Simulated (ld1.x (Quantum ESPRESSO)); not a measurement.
# u(r) = r·R(r): atom against pseudo-atom (germanium)

Columns: radius, all-electron u(r) and pseudo u(r) of the 4s shell (level -11.41 eV) of germanium in the configuration [Ar] 3d10 4s2 4p2; PBEsol, non-relativistic, TM semilocal scheme, ld1.x (Quantum ESPRESSO) 7.5.

```json
{"r (bohr)": "0.085", "all-electron": "-0.0970", "pseudo": "-0.0166"}
{"r (bohr)": "0.170", "all-electron": "-0.1950", "pseudo": "-0.0340"}
{"r (bohr)": "0.255", "all-electron": "0.0016", "pseudo": "-0.0529"}
{"r (bohr)": "0.340", "all-electron": "0.2143", "pseudo": "-0.0741"}
{"r (bohr)": "0.425", "all-electron": "0.3285", "pseudo": "-0.0984"}
{"r (bohr)": "0.510", "all-electron": "0.3373", "pseudo": "-0.1269"}
{"r (bohr)": "0.595", "all-electron": "0.2699", "pseudo": "-0.1605"}
{"r (bohr)": "0.680", "all-electron": "0.1582", "pseudo": "-0.2000"}
{"r (bohr)": "0.765", "all-electron": "0.0270", "pseudo": "-0.2459"}
{"r (bohr)": "0.850", "all-electron": "-0.1072", "pseudo": "-0.2983"}
{"r (bohr)": "0.935", "all-electron": "-0.2343", "pseudo": "-0.3566"}
{"r (bohr)": "1.020", "all-electron": "-0.3487", "pseudo": "-0.4192"}
{"r (bohr)": "1.105", "all-electron": "-0.4479", "pseudo": "-0.4835"}
{"r (bohr)": "1.190", "all-electron": "-0.5312", "pseudo": "-0.5462"}
{"r (bohr)": "1.275", "all-electron": "-0.5989", "pseudo": "-0.6039"}
{"r (bohr)": "1.360", "all-electron": "-0.6523", "pseudo": "-0.6534"}
{"r (bohr)": "1.445", "all-electron": "-0.6926", "pseudo": "-0.6927"}
{"r (bohr)": "1.530", "all-electron": "-0.7213", "pseudo": "-0.7213"}
{"r (bohr)": "1.615", "all-electron": "-0.7399", "pseudo": "-0.7399"}
{"r (bohr)": "1.700", "all-electron": "-0.7498", "pseudo": "-0.7498"}
{"r (bohr)": "1.785", "all-electron": "-0.7522", "pseudo": "-0.7522"}
{"r (bohr)": "1.870", "all-electron": "-0.7483", "pseudo": "-0.7483"}
{"r (bohr)": "1.955", "all-electron": "-0.7392", "pseudo": "-0.7392"}
{"r (bohr)": "2.040", "all-electron": "-0.7256", "pseudo": "-0.7256"}
{"r (bohr)": "2.125", "all-electron": "-0.7086", "pseudo": "-0.7086"}
{"r (bohr)": "2.210", "all-electron": "-0.6888", "pseudo": "-0.6888"}
```

**Question.** How many radial nodes do the two functions have?

**Answer.** The all-electron 4s function has n − l − 1 = 3 (the table is too coarse to show those close to the nucleus); the pseudo-wave has 0, since the states of the same l below it are removed with the core.

**Question.** At about which radius was the pseudo-wave matched?

**Answer.** 1.60 bohr. The columns agree to 0.0005 from 1.45 bohr on; several derivatives are matched, so the curves merge somewhat inside the radius.

**Question.** Where does each function peak?

**Answer.** Outermost all-electron maximum near 1.78 bohr, pseudo maximum near 1.78 bohr (to the table’s step).

**Question.** Is the pseudo-wave norm-conserving?

**Answer.** Yes: the TM semilocal scheme keeps the norm inside the radius equal to the all-electron one, which fixes the energy derivative of the logarithmic derivative at the level.
